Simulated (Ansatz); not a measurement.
`[BH2][SbH][SiH3]` + `OCF` → `BOCF` + `[SiH3][SbH2]` at 700 K and 1 bar (cleavage of the B–Sb bond).

Gas-phase electronic energies from Ansatz, PBE0-D4/def2-TZVP geometries. CCSD(T)/CBS adds triple-zeta CCSD(T) − MP2 to the extrapolated MP2 energy (def2 sets, frozen cores). Elements past krypton have def2 core potentials. For Sb outer-core shells are correlated without core-valence functions, which leaves a few kJ/mol of doubt a bond. Each species was taken in one conformer, which may not be the lowest.

| species | CCSD(T)/CBS energy (Eh) | H − E (kJ/mol) | S (J/(mol·K)) |
| --- | --- | --- | --- |
| `[BH2][SbH][SiH3]` | -557.46017 | 208.4 | 458.5 |
| `OCF` | -214.81254 | 157.9 | 312.7 |
| `BOCF` | -240.23545 | 203.0 | 367.0 |
| `[SiH3][SbH2]` | -532.08095 | 155.2 | 388.5 |

H − E and S are ideal-gas, rigid-rotor, harmonic terms from PBE0-D4/def2-TZVP, for one conformer and one mirror image of each species. 1 Eh = 2625.50 kJ/mol, R = 8.31446 J/(mol·K).

Problem. By hand: ΔE, ΔH, ΔS and ΔG.

Solution. ΔE = (-240.23545) + (-532.08095) − (-557.46017) − (-214.81254) = -0.04369 Eh = -114.7 kJ/mol. Δ(H − E) = 203.0 + 155.2 − 208.4 − 157.9 = -8.1, so ΔH = -122.8 kJ/mol. ΔS = 367.0 + 388.5 − 458.5 − 312.7 = -15.7 J/(mol·K). ΔG = -122.8 − 700 × (-15.7)/1000 = -111.8 kJ/mol.

Problem. By hand: the equilibrium constant, and the temperature at which ΔG would vanish if ΔH and ΔS stayed fixed.

Solution. log₁₀ K = −ΔG/(RT ln 10) = 8.3. ΔG = 0 at ΔH/ΔS = 7822 K, far beyond where these terms or the molecules hold.

ΔH outweighs TΔS. A doubt of 5 kJ/mol in ΔE shifts log₁₀ K by 0.4 here. Other conformers and mirror images would add mixing entropy, several J/(mol·K) or more a flexible species. Modes under 60 cm⁻¹, often nearly free rotors, make the harmonic entropy too high. These are equilibria of isolated gas molecules and say nothing of rates. Largest T1 diagnostic: 0.015 (customary marks: 0.02 for closed shells, 0.045 for open ones).
